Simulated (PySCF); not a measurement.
A side-by-side comparison of computed properties.

First species: C7H11P.
SMILES: `CCC1C=CPC=C1`

Second species: C₆H₈F₃OP.
Numbering: `[CH3:1][C:2]#[C:3][P@@H:4](=[O:5])[CH2:6][CH2:7][C:8]([F:9])([F:10])[F:11]` (hydrogens: H12, H13, H14 on C1; H15 on P4; H16, H17 on C6; H18, H19 on C7)

Levels: PBE0/pcSseg-1 for dipole moment, HOMO energy, LUMO energy and HOMO–LUMO gap; GFN2-xTB for rotational constant A and rotational constant C. Geometries: GFN2-xTB. Each species is one conformer at its optimised geometry, gas phase, non-relativistic unless stated; the electronic structure was computed with PySCF and density fitting.

The conformers computed, where there is a choice (atom-mapped SMILES and torsion angles):
- `[CH3:1][CH2:2][CH:3]1[CH:4]=[CH:5][PH:6][CH:7]=[CH:8]1`: C1–C2–C3–C4 63°
- `[CH3:1][C:2]#[C:3][P@@H:4](=[O:5])[CH2:6][CH2:7][C:8]([F:9])([F:10])[F:11]`: C3–P4–C6–C7 -162°, P4–C6–C7–C8 -72°, C6–C7–C8–F9 55°

Values for the first species:

```
Dipole moment         : 1.03 D
HOMO energy           : -6.46 eV
LUMO energy           : 0.05 eV
HOMO–LUMO gap         : 6.51 eV
Rotational constant A : 2.887 GHz
Rotational constant C : 1.174 GHz
```

Task: Estimate the same properties for the second species, and the change in each.

Result: 
| property | first | second | second less first |
| --- | --- | --- | --- |
| dipole moment | 1.03 D | 5.33 D | +4.30 D |
| HOMO energy | -6.46 eV | -7.94 eV | -1.48 eV |
| LUMO energy | 0.05 eV | -0.25 eV | -0.30 eV |
| HOMO–LUMO gap | 6.51 eV | 7.69 eV | +1.18 eV |
| rotational constant A | 2.887 GHz | 2.551 GHz | -0.336 GHz |
| rotational constant C | 1.174 GHz | 0.384 GHz | -0.790 GHz |

On the first: The dipole matches unit charges of opposite sign 0.22 Å apart (1 e·Å = 4.8032 D).

On the second: A dipole of 5.33 D is allowed in C1, and pure rotational transitions are dipole-allowed. In atomic units the dipole is 2.10 e·bohr (1 au = 2.5417 D).
